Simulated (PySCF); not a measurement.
**Where the electron goes**

Compound: C5H15BN2.
Geometry (PBE0-D3(BJ)/def2-SVP, Å), atoms numbered from 1 in this order:
```xyz
23
C5H15BN2 angstrom
B     -1.6153    1.0472   -1.2865
N     -1.4117   -0.2383   -0.2865
C     -2.6858   -0.4956    0.4048
C     -1.0380   -1.4234   -1.0779
C     -0.3769    0.0411    0.7433
C      0.9778    0.3656    0.1913
N      1.9523   -0.4129    0.4043
C      3.2463   -0.0418   -0.0933
H     -2.5894    0.7702   -1.9760
H     -1.8049    2.0114   -0.5517
H     -0.5941    1.1478   -1.9526
H     -2.9817    0.4089    0.9501
H     -3.4549   -0.7180   -0.3440
H     -2.5820   -1.3405    1.1046
H     -1.8107   -1.5894   -1.8380
H     -0.9446   -2.3086   -0.4289
H     -0.0826   -1.2365   -1.5801
H     -0.2760   -0.8347    1.4045
H     -0.7438    0.8989    1.3267
H      1.0753    1.3124   -0.3715
H      3.6305   -0.8461   -0.7414
H      3.9512    0.0348    0.7507
H      3.2615    0.9107   -0.6582
```

Method used: TDDFT wB97X-D/def2-SVPD, vertical, gas phase, core orbitals frozen in the response (PySCF 2.14.0, density-fitted response routines).

Frontier orbitals with the atoms that hold most of them (Löwdin shares over 4%, at most four atoms; ? is withheld):

| orbital | ε (eV) | atoms |
| --- | --- | --- |
| LUMO+2 | 2.59 | C8 28%, H21 9%, H23 9%, C3 8% |
| LUMO+1 | 2.10 | B1 22%, C3 11%, C4 8%, H14 7% |
| LUMO | 1.18 | ? |
| HOMO | -9.39 | N7 37%, B1 16%, H11 9%, C6 8% |
| HOMO-1 | -9.71 | ? |
| HOMO-2 | -9.84 | B1 25%, N7 22%, H9 16%, H11 12% |
| HOMO-3 | -10.65 | N7 33%, C6 24%, C8 13%, H22 6% |

(1) Which atoms hold the LUMO, and with what shares?

(2) Give the leading atoms of the HOMO-1.

(3) How does S1 compare with the orbital gap of 10.57 eV?

## Answers

(1) N7 (bonded to 2 C) 34%; C6 (bonded to C, N and H) 31%; C5 (bonded to C, N and 2 H) 7%; H20 (bonded to C) 5%. By element: carbon 38% or more, nitrogen 34% or more, hydrogen 5% or more.

(2) B1 (bonded to N and 3 H) 40%; H10 (bonded to B) 28%; H11 (bonded to B) 10%; H9 (bonded to B) 8%. By element: hydrogen 47% or more, boron 40%.

(3) S1 is at 5.02 eV (f = 0.0010), 5.55 eV below the gap, made of HOMO→LUMO (71%), HOMO-2→LUMO (26%). 

Next come S2 at 6.91 eV (f 0.035), HOMO-1→LUMO (50%), HOMO-2→LUMO (32%), HOMO→LUMO (15%); S3 at 7.20 eV (f 0.0033), HOMO-1→LUMO (47%), HOMO-2→LUMO (38%), HOMO→LUMO (12%); S4 at 7.62 eV (f 0.199), HOMO-3→LUMO (53%), HOMO→LUMO+1 (20%), HOMO→LUMO+2 (10%); S5 at 7.84 eV (f 0.266), HOMO→LUMO+1 (34%), HOMO-3→LUMO (33%), HOMO→LUMO+2 (13%).

One conformer stands for the species.
